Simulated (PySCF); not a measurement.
# Orbital levels and atomic charges

System: C14H9Cl (substituted PAH), SMILES Clc1ccc2c(ccc3ccccc32)c1.

Cartesian coordinates (Å):
```
  1 Cl    5.2052    0.2359    0.4477
  2 C     3.4915    0.0487    0.3037
  3 C     2.9416   -1.2343    0.3035
  4 C     1.5829   -1.3899    0.1899
  5 C     0.7190   -0.2886    0.0743
  6 C     1.2955    1.0042    0.0771
  7 C     0.4629    2.1540   -0.0380
  8 C    -0.8783    2.0309   -0.1501
  9 C    -1.5018    0.7505   -0.1587
 10 C    -2.8966    0.6415   -0.2772
 11 C    -3.5094   -0.5845   -0.2869
 12 C    -2.7373   -1.7414   -0.1764
 13 C    -1.3718   -1.6592   -0.0593
 14 C    -0.7125   -0.4192   -0.0467
 15 C     2.6865    1.1529    0.1925
 16 H     3.5877   -2.0935    0.3910
 17 H     1.1839   -2.3912    0.1920
 18 H     0.9321    3.1273   -0.0326
 19 H    -1.5080    2.9050   -0.2380
 20 H    -3.4814    1.5465   -0.3621
 21 H    -4.5825   -0.6589   -0.3788
 22 H    -3.2187   -2.7082   -0.1834
 23 H    -0.8046   -2.5725    0.0233
 24 H     3.1139    2.1440    0.1931
```

Method: PBE0/def2-SVP, gas phase, PySCF, fitting set def2-universal-JFIT up to Ne and JKFIT beyond, grid level 1.

(1) Give the orbital energies near the gap.

(2) Give the partial charges of the non-hydrogen atoms.

Results:

(1) 
```json
{"orbital": "HOMO-4", "eV": "-8.80"}
{"orbital": "HOMO-3", "eV": "-8.12"}
{"orbital": "HOMO-2", "eV": "-7.85"}
{"orbital": "HOMO-1", "eV": "-6.57"}
{"orbital": "HOMO", "eV": "-6.47"}
{"orbital": "LUMO", "eV": "-1.35"}
{"orbital": "LUMO+1", "eV": "-1.17"}
{"orbital": "LUMO+2", "eV": "-0.12"}
{"orbital": "LUMO+3", "eV": "0.71"}
```

(2) 
```
atom  Mulliken    IAO  Hirshfeld
 Cl1     -0.10  -0.03      -0.03
  C2      0.03   0.00       0.02
  C3      0.03  -0.16      -0.06
  C4     -0.05  -0.13      -0.04
  C5      0.07  -0.01       0.00
  C6      0.00   0.01       0.00
  C7     -0.01  -0.15      -0.05
  C8      0.00  -0.14      -0.05
  C9      0.00   0.00       0.00
 C10     -0.02  -0.14      -0.05
 C11      0.00  -0.15      -0.05
 C12      0.00  -0.14      -0.05
 C13     -0.05  -0.14      -0.05
 C14      0.06   0.00       0.00
 C15      0.00  -0.16      -0.06
```
